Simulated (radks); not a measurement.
Gd VII, 58 electrons, occupied as [Xe] 4f1 5d1 6s2 (not the ground configuration).

All-electron calculation, scalar-relativistic Kohn-Sham, LDA (Slater exchange, Perdew-Wang correlation), spin-polarised, spherical densities, finite nucleus; open shells are filled with parallel spins first (spin-orbit coupling, left out, can overturn this in heavy ions); Fermi nuclear charge, rms radius 5.1569 fm. Program: a radial shooting solver on a logarithmic mesh with Libxc functionals.

Energy parts (eV):
| part | energy |
|---|---|
| total | -306068.43 |
| kinetic | 328603.79 |
| electron-nucleus | -739012.79 |
| Hartree | 110732.20 |
| exchange-correlation | -6391.64 |

Orbitals (lengths in bohr, moments of r in powers of bohr; r(90%) holds 90 % of the orbital's charge):
orbital  occ.  eigenvalue (eV)      <r^4>      <r^2>  r(90%)   <1/r>
1s up       1        -50186.19  1.144e-06  0.0006559  0.0397   71.58
1s down     1        -50186.19  1.144e-06  0.0006559  0.0397   71.58
2s up       1        -8409.771  0.0001823    0.01030   0.144   16.60
2s down     1        -8409.641  0.0001822    0.01030   0.144   16.60
2p up       3        -7503.055  0.0001361   0.008295   0.134   15.51
2p down     3        -7502.951  0.0001361   0.008295   0.134   15.51
3s up       1        -1985.054   0.007056    0.06843   0.359   6.088
3s down     1        -1984.389   0.007051    0.06840   0.359   6.089
3p up       3        -1704.118   0.007385    0.06856   0.364   5.726
3p down     3        -1703.456   0.007378    0.06853   0.364   5.728
3d up       5        -1331.687   0.005893    0.05761   0.345   5.433
3d down     5        -1331.133   0.005885    0.05757   0.345   5.434
4s up       1        -510.8013     0.1592     0.3329   0.778   2.625
4s down     1        -509.4781     0.1593     0.3330   0.778   2.624
4p up       3        -416.0425     0.2011     0.3699   0.826   2.430
4p down     3        -414.7490     0.2012     0.3700   0.826   2.429
4d up       5        -284.7904     0.2804     0.4235   0.901   2.183
4d down     5        -283.5167     0.2807     0.4237   0.901   2.182
4f up       1        -140.0604     0.5103     0.5208    1.05   1.828
4f down     0        -138.7619     0.5124     0.5217    1.05   1.827
5s up       1        -149.2914      3.206      1.512    1.64   1.164
5s down     1        -148.1737      3.215      1.514    1.65   1.164
5p up       3        -120.0375      4.758      1.830    1.82   1.046
5p down     3        -118.9403      4.788      1.835    1.82   1.045
5d up       1         -80.7069      9.998      2.612    2.20  0.8622
5d down     0         -79.7064      10.19      2.633    2.21  0.8592
6s up       1         -61.1353      47.30      5.916    3.21  0.5713
6s down     1         -60.6562      48.34      5.982    3.23  0.5670
6p up       0         -51.4716      71.88      7.285    3.57  0.5138
6p down     0         -51.1167      73.47      7.368    3.59  0.5100
7s up       0         -32.5420      396.7      17.31    5.43  0.3377
7s down     0         -32.3964      402.8      17.43    5.45  0.3367

The highest occupied level is 6s down at -60.656 eV. The configuration is held as typed, so some empty levels lie below it. Spin moment in Bohr magnetons: 2. Summed over all electrons, <r^2> = 37.37 bohr^2, which gives a Langevin (diamagnetic) susceptibility term of -29.6 x 10^-6 cm^3/mol. The density falls to 0.001 e/bohr^3 at r = 3.68 bohr. The spin density at the nucleus is -0.293 e/bohr^3 (1s -0.062, 2s -0.642, 3s -3.402, 4s 1.373, 5s 0.156, 6s 2.284).
